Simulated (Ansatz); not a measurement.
Cu(NH3)(SiH3) (CuSiNH₆), relaxed as a singlet with RKS PBE0-D4/def2-TZVP in Ansatz, starting from the GFN2-xTB geometry. Force threshold 0.02 eV/Å.

The relaxation made no stability test and no search for a lower SCF solution.

Start:

```xyz
9

Cu    0.183   -0.155   -0.085
N     1.638   -1.366   -0.724
H     2.444   -1.292   -0.104
H     1.918   -1.103   -1.669
H     1.308   -2.330   -0.729
Si   -1.485    1.238    0.654
H    -2.715    1.378   -0.169
H    -1.174    2.679    0.855
H    -2.116    0.951    1.970
```

| step | energy (eV) | largest force component (eV/Å) | SCF passes |
| --- | --- | --- | --- |
| 1 | -54096.3636 | 0.389 | 19 |
| 2 | -54096.4219 | 0.161 | 21 |
| 3 | -54096.4278 | 0.077 | 22 |
| 4 | -54096.4285 | 0.020 | 23 |
| 5 | -54096.4285 | 0.010 | 14 |

Force components are those of the run's own axes.

End:

```csv
atom,x (Å),y (Å),z (Å)
Cu1,0.145,-0.121,-0.065
N2,1.605,-1.338,-0.709
H3,2.423,-1.284,-0.110
H4,1.899,-1.097,-1.650
H5,1.300,-2.306,-0.724
Si6,-1.503,1.253,0.664
H7,-2.700,1.325,-0.238
H8,-1.091,2.686,0.834
H9,-2.079,0.882,1.999
```

By distances, no bond broke or formed. The bond that changes most is Cu1–Si6, from 2.29 to 2.27 Å (atoms count from 1).

No frequencies were taken in this run, so the end may be a saddle point.

Hardware: 4 threads of Intel Xeon on a shared host. Wall time 8.5 s.
